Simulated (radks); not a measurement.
Values are calculated unless marked as measured or tabulated.
Radial electron density D(r) = 4 pi r^2 rho(r) of an atom or ion with 42 electrons. Level of theory: non-relativistic Kohn-Sham, LDA (Slater exchange, Perdew-Wang correlation), spin-unpolarised, spherical densities, point nucleus (a radial shooting solver on a logarithmic mesh with Libxc functionals).

r (bohr),D(r) (e/bohr)
0.001759,2.544
0.001999,3.211
0.002272,4.041
0.002582,5.067
0.002935,6.328
0.003336,7.866
0.003791,9.726
0.004343,12.11
0.004936,14.78
0.00561,17.90
0.006377,21.49
0.007247,25.54
0.008237,30.02
0.009362,34.85
0.01073,40.19
0.01219,45.21
0.01385,49.95
0.01575,54.10
0.0179,57.34
0.02034,59.38
0.02312,60.04
0.02649,59.26
0.0301,57.41
0.03421,55.07
0.03889,53.04
0.0442,52.24
0.05023,53.43
0.05709,56.95
0.06541,62.82
0.07434,69.14
0.08449,74.44
0.09603,76.92
0.1091,75.45
0.124,70.22
0.141,62.95
0.1615,56.09
0.1836,53.12
0.2086,54.46
0.2371,58.57
0.2695,62.09
0.3063,61.48
0.3482,55.07
0.3989,43.36
0.4533,31.40
0.5152,22.35
0.5856,18.02
0.6656,17.65
0.7564,18.78
0.8597,18.94
0.985,16.83
1.119,13.12
1.272,8.939
1.446,5.323
1.644,2.765
1.868,1.245
2.123,0.4805
2.432,0.1447
2.765,0.03815
3.142,0.008001
3.571,0.001287

What is the nuclear charge?

Answer. Z = 48. The innermost maximum, from 1s, lies near 1/Z = 0.0208 bohr (found: 0.0231), and its height grows with Z. The density is that of the cadmium ion Cd6+ in [Kr] 4d6; the configuration itself is not fixed sharply by these data, and Z only to a few units. D(r) has 4 maxima, at r = 0.0231, 0.0976, 0.283, 0.819 bohr, and minima at 0.0438, 0.188, 0.629 bohr, inside which lie 2.02, 11.29, 29.03 electrons.
